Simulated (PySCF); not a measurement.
H2MgOS, SMILES [OH][Mg][SH]. Geometry: ωB97X-D3(BJ)/def2-TZVP. One conformer was computed; it need not be the lowest.

These are ωB97X-D3(BJ)/def2-TZVP in PySCF values and carry that method's errors.

Harmonic wavenumbers (cm⁻¹): 94, 113, 143, 150, 389, 542, 830, 2739, 4086. Rotational constants (GHz): 287.7, 2.503, 2.481; symmetry number 1.

Question: Work out the zero-point energy and the ideal-gas rigid-rotor harmonic-oscillator thermochemistry at 298.15 K and 1 atm.

Answer: ZPE = ½ Σ hcν = ½ × 9087 cm⁻¹ = 12.99 kcal/mol. H − E(el) = 17.46 kcal/mol. Entropy in cal/(mol K): translation 38.84, rotation 22.71, vibration 13.97, total 75.52. G − E(el) = -5.06 kcal/mol. Cp = 18.91 cal/(mol K). Modes under 150 cm⁻¹ make the vibrational entropy uncertain.
